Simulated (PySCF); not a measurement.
# Sn²⁺ (tin, charge +2) across methods

[Kr] 4d10 5s1 5d1, high-spin 3D determinant (an excited configuration). Calculation: PySCF 2.14, in aug-cc-pVDZ-PP with ECP28MDF (5s4p3d, 32 functions); scalar relativity through the core potential.

| method | E (hartree) | mean ε 4d β (eV) | mean ε 5s α (eV) | mean ε 5d α (eV) | Σ⟨r²⟩ (bohr²) | ⟨S²⟩ |
| --- | --- | --- | --- | --- | --- | --- |
| UHF | -211.98905 | -57.307 | -32.590 | -12.517 | 44.48 | 2.000 |
| BLYP | -212.7845 | -46.974 | -29.508 | -11.119 | 42.81 | 2.000 |
| r2SCAN | -212.8981 | -47.811 | -29.596 | -11.226 | 42.73 | 2.001 |
| LDA | -212.4552 | -47.083 | -30.023 | -11.143 | 42.79 | 2.000 |
| PBE0 | -212.8376 | -49.936 | -30.473 | -11.676 | 43.02 | 2.000 |
| PW91 | -212.9047 | -47.170 | -29.662 | -11.287 | 42.64 | 2.000 |
| TPSS | -212.7475 | -47.091 | -29.358 | -11.208 | 42.75 | 2.000 |

Task: Estimate the same row for PBE.

Result: E (hartree) = -212.8263; mean ε 4d β (eV) = -47.079; mean ε 5s α (eV) = -29.538; mean ε 5d α (eV) = -11.263; Σ⟨r²⟩ (bohr²) = 42.74; ⟨S²⟩ = 2.000.

Energies and moments cover only the electrons outside the core potential. The outer electron is Rydberg-like, and this basis confines it to a smaller radius and binds it less than a complete one would.
